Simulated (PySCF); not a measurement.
**Bonding in `CC#C[SiH2][Si@@H](C)[SiH3]`**

C₄H₁₂Si₃.
Atom-mapped SMILES: `[CH3:1][C:2]#[C:3][SiH2:4][Si@@H:5]([CH3:6])[SiH3:7]` (hydrogens: H8, H9, H10 on C1; H11, H12 on Si4; H13 on Si5; H14, H15, H16 on C6; H17, H18, H19 on Si7)

Cartesian coordinates in Å at the GFN2-xTB level; atoms count from 1:
```
atom  x, y, z in Å
C1     3.2378    0.3647    1.7744
C2     2.3259   -0.3456    0.9042
C3     1.5735   -0.9410    0.1746
Si4    0.3512   -1.7877   -0.9194
Si5   -1.5978   -0.5127   -0.9189
C6    -2.2851   -0.4931    0.8629
Si7   -1.3851    1.6742   -1.6650
H8     4.2515    0.3130    1.3769
H9     3.2265   -0.0784    2.7704
H10    2.9409    1.4111    1.8499
H11    0.2238   -3.1605   -0.4030
H12    0.9754   -1.8884   -2.2481
H13   -2.6307   -1.2178   -1.7164
H14   -1.5800   -0.0216    1.5425
H15   -2.4706   -1.4977    1.2330
H16   -3.2202    0.0566    0.9268
H17   -2.6302    2.4498   -1.6642
H18   -0.4361    2.4368   -0.8478
H19   -0.8805    1.7218   -3.0404
```

Bond orders from the PBE0/pcSseg-1 density (PySCF). One conformer (not necessarily the lowest) at the GFN2-xTB geometry, without solvent, vibrations or thermal averaging.

(1) Where do the orders between heavy atoms depart from those drawn in the SMILES?

(2) Set the Mayer orders of the bonds between heavy atoms beside their lengths.

Results:

(1) The largest departure is 0.448, at C2–C3 (drawn triple, 2.552). Drawn single, order above 1.12: C1–C2 (1.176). Drawn double or triple, more than 0.30 short of the drawn order: C2–C3 (2.552).

(2) 
| bond | drawn as | length (Å) | Mayer order |
| --- | --- | --- | --- |
| C1–C2 | single | 1.447 | 1.176 |
| C2–C3 | triple | 1.205 | 2.552 |
| C3–Si4 | single | 1.846 | 0.979 |
| Si4–Si5 | single | 2.329 | 0.887 |
| Si5–C6 | single | 1.910 | 0.940 |
| Si5–Si7 | single | 2.320 | 0.909 |

By pair of heavy elements: C–C: lowest C1–C2 (1.176, 1.447 Å), highest C2–C3 (2.552, 1.205 Å). C–Si: lowest Si5–C6 (0.940, 1.910 Å), highest C3–Si4 (0.979, 1.846 Å). Si–Si: lowest Si4–Si5 (0.887, 2.329 Å), highest Si5–Si7 (0.909, 2.320 Å).

Question: And the bonds to hydrogen?

Answer: C–H: 0.92 to 0.96 (6 bonds); H–Si: 0.92 to 0.93 (6 bonds).

Question: Sum the orders of all bonds at each heavy atom with more than one neighbour and set the sums beside the valence in the SMILES.

Answer: C1 3.947 (drawn 4), C2 3.728 (drawn 4), C3 3.531 (drawn 4), Si4 3.722 (drawn 4), Si5 3.656 (drawn 4), C6 3.813 (drawn 4), Si7 3.703 (drawn 4). Orders between atoms that aren't bonded are not in these sums.

The Mayer order sums products of elements of PS (density times overlap matrix) between the two atoms' basis functions, so it depends on the basis set.
